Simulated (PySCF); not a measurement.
A structure optimised at PBE-D3(BJ)/def2-TZVP, used in a PySCF frequency run:

```xyz
2

Br     0.0000     0.0000    -1.1555
Br     0.0000     0.0000     1.1555
```

Problem. Write its SMILES, formula and point group.

Solution. BrBr, Br2, D∞h

Problem. What are its rotational constants (standard atomic weights)?

Solution. 2.3684 GHz (linear rotor, B only)
